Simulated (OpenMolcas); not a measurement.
# What dynamic correlation does to the levels of Pd III

```json
{"Program": "OpenMolcas", "Basis": "ANO-RCC-VTZP [7s6p4d2f1g]", "Scalar Hamiltonian": "DKH2, point nucleus", "Active space": "8 electrons in 9 orbitals (RAS2 4d 5s; RAS3 5p, at most 2 electrons)", "State averaging": "2S+1 = 3 even, 60 roots; 2S+1 = 5 even, 10 roots kept (CI in the orbitals of an earlier block); 2S+1 = 1 even, 50 roots kept (CI in the orbitals of an earlier block); 2S+1 = 3 odd, 21 roots; 2S+1 = 5 odd, 22 roots kept (CI in the orbitals of an earlier block); 2S+1 = 1 odd, 9 roots kept (CI in the orbitals of an earlier block, 0 in the spin-orbit step)", "Spin-orbit coupling": "state interaction with AMFI integrals over the reference wave functions, term energies averaged over their components"}
```

Methods on the same reference wave functions:
A. RASSCF
B. SS-RASPT2, IPEA 0.25 Eh, imaginary shift 0.1 Eh (closed shells correlated: 4s 4p)
C. MS-RASPT2, IPEA 0.25 Eh, imaginary shift 0.1 Eh (closed shells correlated: 4s 4p)

Energies in eV above 4d⁸ ³F₄, the measured ground level; measured values from Moore, Atomic Energy Levels, vol. III, NSRDS-NBS 35 (1971 reprint of NBS Circular 467, 1958).

| Level | A | B | C | Measured |
| --- | --- | --- | --- | --- |
| 4d⁸ ³F₄ | 0.0000 | 0.0000 | 0.0000 | 0.0000 |
| 4d⁸ ³F₃ | 0.4090 | 0.412 | 0.412 | 0.4004 |
| 4d⁸ ³F₂ | 0.6244 | 0.586 | 0.586 | 0.5812 |
| 4d⁸ ³P₁ | 2.1659 | 1.684 | 1.681 | 1.6701 |
| 4d⁸ ³P₀ | 2.2076 | 1.714 | 1.711 | 1.6985 |
| 4d⁸ ¹G₄ | 2.7310 | 2.262 | 2.259 | 2.2169 |
| 4d⁷ 5s ⁵F₅ | 6.0656 | 6.823 | 6.823 | 6.5607 |
| 4d⁷ 5s ⁵F₄ | 6.3203 | 7.077 | 7.077 | 6.8301 |
| 4d⁸ ¹S₀ | 6.3429 | 5.177 | 5.177 |  |
| 4d⁷ 5s ⁵F₃ | 6.5168 | 7.273 | 7.274 | 7.0350 |
| 4d⁷ 5s ⁵F₂ | 6.6523 | 7.407 | 7.407 | 7.1719 |
| 4d⁷ 5s ⁵F₁ | 6.7372 | 7.489 | 7.490 | 7.2565 |
| 4d⁷ 5s ³F₄(1) | 7.3428 | 7.952 | 7.952 |  |
| 4d⁷ 5s ³F₃(1) | 7.6835 | 8.288 | 8.288 | 8.0906 |
| 4d⁷ 5s ³F₂(1) | 7.8960 | 8.504 | 8.504 |  |
| 4d⁷ 5s ⁵P₃ | 8.0849 | 8.421 | 8.422 | 8.1468 |
| 4d⁷ 5s ⁵P₂ [74 %] | 8.1303 | 8.444 | 8.444 |  |
| 4d⁷ 5s ⁵P₁ | 8.2833 | 8.609 | 8.609 | 8.3257 |
| 4d⁷ 5s ³G₅ | 8.4715 | 8.975 | 8.975 | 8.6771 |
| 4d⁷ 5s ³G₄ | 8.5969 | 9.094 | 9.094 | 8.8087 |
| 4d⁷ 5s ³G₃ | 8.7918 | 9.294 | 9.294 | 9.0243 |
| 4d⁷ 5s ³P₂(1) [54 %] | 9.0328 | 9.300 | 9.311 |  |
| 4d⁷ 5s ³H₆ | 9.1641 | 9.617 | 9.617 | 9.2583 |
| 4d⁷ 5s ¹G₄ [57 %] | 9.1935 | 9.627 | 9.629 | 9.3488 |

Deviations, from unrounded energies. A percentage is the sum of absolute deviations over the sum of measured energies, with the sign that they share, or ± where signs differ.

| Against measurement | Levels | A | B | C |
| --- | --- | --- | --- | --- |
| mean absolute deviation (cm-1) | 18 | 2500 | 1600 | 1600 |
| fine structure of the ground term (%) | 2 | +5.3 | +1.7 | +1.7 |
| other terms of the ground configuration (%) | 3 | +27.2 | +1.3 | +1.2 |
| other configurations (%) | 13 | -3.8 | +3.3 | +3.3 |

B, C lie about equally close to measurement and A furthest from it. The largest miss of C in the table is 4d⁷ 5s ³H₆, by +2900 cm-1. The ranking rests on the paired levels alone, and a cruder setting can come out closer through cancelling errors.

Between B and C the level of the table that moves most is 4d⁷ 5s ³P₂(1) [54 %], by 85 cm-1 (lowest in B, highest in C). Moves below CASPT2's spread within the term are not significant.

The two smallest mean deviations differ by little beside CASPT2's spread within terms, so their order carries little weight.

From A to B the spin-free energies of the other terms of 4d⁸ shown, above ³F, scale by factors of 0.72 to 0.80, as is usual when dynamic correlation screens the repulsion within a d or f shell.

The lowest spin-free term lies below A's lowest term by 0.525 hartree in B, 0.525 hartree in C.

CASPT2 does not keep the components of a term degenerate, so their means are used; among the terms shown or strongly mixed into the levels shown the widest spread is 1300 cm-1 (4d⁸ ¹G, C). Some high roots are left out of the spin-orbit mixing, which shifts the levels that they would mix with. Terms from blocks run as CI alone lack orbitals of their own. A single d shell beside an s shell can misplace configurations of different d count against each other. The CASPT2 spread within a term exceeds the gap to the next term for 4d⁷ 5s ¹G and 4d⁷ 5s ³H, so the order of their levels is uncertain, and so are names and mixing where such terms share a J (figures for B; the like holds for C). Without dynamic correlation excited terms often stand tens of per cent too high (terms of higher spin than the ground term too low), and those without a measured partner can miss by more than the paired ones (holds for A). Some levels mix across a computed gap that differs much from the measured one, so their mixing is not that of the real levels (holds for B; C). Measured partners are found by configuration, term and J. A level has none where our copy of the source lacks it or the pairing is in doubt (some pairs that miss far off the trend of their configuration count as doubtful), and it then counts in no deviation. Only configurations of the active space appear. The table leaves out levels that lie high or whose names do not pair safely across all columns.

A share in square brackets marks a mixed level and gives the weight of the term that names it, the lowest over the columns. A number in round brackets counts repeated terms of one configuration in the order of the reference energies.
